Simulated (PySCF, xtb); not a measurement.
CBr2F2, SMILES C(F)(F)(Br)Br.

GFN2-xTB (xtb 6.7.1) at its own geometry gives an orbital gap of 4.20 eV and a dipole moment of 1.08 D.

Geometry: PBE-D3(BJ)/def2-SVP.

What does PySCF with ωB97X/def2-TZVP give? (The exact figures need the calculation; the answer reports its results.)

gap 11.27 eV (levels -10.97 and 0.29 eV), dipole 0.46 D.
